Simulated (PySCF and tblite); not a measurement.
Results of a calculation; reference values are marked as such.
## Dynamics report: rearrangement

System: C5H6N2O2, numbered as in [CH3:1][O:2][C:3](=[O:4])[c:5]1[cH:6][cH:7][nH:8][n:9]1.

Motion: shift of H on N8 from N8 to N9. Geometries: PBE0-D3(BJ)/def2-SVP; energies: BP86/pcSseg-1 + D3(BJ), IEF-PCM acetone; zero-point and thermal terms from GFN2-xTB harmonic modes (soft modes blended into free rotors). Rates follow Eyring's equation with the number of equivalent paths and no tunnelling. (PySCF 2.14 with density fitting, tblite 0.8.)

| point | symmetry | E(GFN2) kcal/mol | E(DFT) kcal/mol | ZPE change kcal/mol | lowest mode cm⁻¹ | dipole D |
| --- | --- | --- | --- | --- | --- | --- |
| start | Cs | 0.0 | 0.0 | 0.00 | 42 | 3.97 |
| saddle | C1 | 46.2 | 50.6 | -4.15 | 1617i | 1.54 |
| end | Cs | -2.3 | 0.3 | 0.06 | 48 | 2.90 |

* Electronic barrier: 50.6 kcal/mol
* Barrier with zero-point energy: 46.4 kcal/mol
* ΔH‡ (298 K): 46.5 kcal/mol
* ΔS‡ (298 K, symmetry apart): 0.2 cal/(mol K)
* Paths: 2 equivalent paths
* End point: a different minimum
* Cost: 6.6 min on 1 thread of Arm Neoverse V1, shared host (rough), peak memory 0.77 GiB, launched as `OMP_NUM_THREADS=1 python ens_run.py task.json out`

| T/K | ΔG‡ kcal/mol | k s⁻¹ | ΔG kcal/mol | k back s⁻¹ |
| --- | --- | --- | --- | --- |

ΔG and ΔG‡ leave out symmetry numbers and mirror images; rates count paths: 2 out, 2 back.

Tunnelling of the moving H, left out here, will speed the real process. In real samples such hydrogens mostly exchange between molecules or through solvent, far faster than by this path.
